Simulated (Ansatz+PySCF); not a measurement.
Results of a calculation; reference values are marked as such.
Input for Ansatz (development build ahead of 0.2.0):

```yaml
crystal:
  periodic: [false, false, false]
  atoms:
    - { symbol: "N", position_ang: [0.0, 0.0, -1.52936] }
    - { symbol: H, position_ang: [1.02053, 0.0, -1.95701] }
    - { symbol: H, position_ang: [-0.51027, 0.88381, -1.95701] }
    - { symbol: H, position_ang: [-0.51027, -0.88381, -1.95701] }
    - { symbol: Cu, position_ang: [0.0, 0.0, 0.5716] }
basis:
  gaussian: { orbitals: def2-SVP }
total_charge: 1
magnetization:
  spin_polarized: true
hamiltonian:
  xc: hf
correlation:
  method: mp2
  frozen_orbitals: { Cu: 5, H: 0, "N": 1 }
scf:
  omitted_lower_state_checks: [stability, starts, atomic_configurations, cluster_reference, orbital_swaps, given_window_search, neighbouring_geometries, increment]
```

The input is written out in the form of the current development build from the run's settings.

The run gave:

```json
{
  "Converged": "yes",
  "Reference energy": "-1694.66014 hartree",
  "Correlation energy": "-0.55188 hartree",
  "Total energy": "-1695.21202 hartree",
  "Spin squared of the determinant": "0.000",
  "Occupied orbitals by symmetry in an Abelian subgroup (alpha; beta)": "14 A' 5 A''; 14 A' 5 A''"
}
```
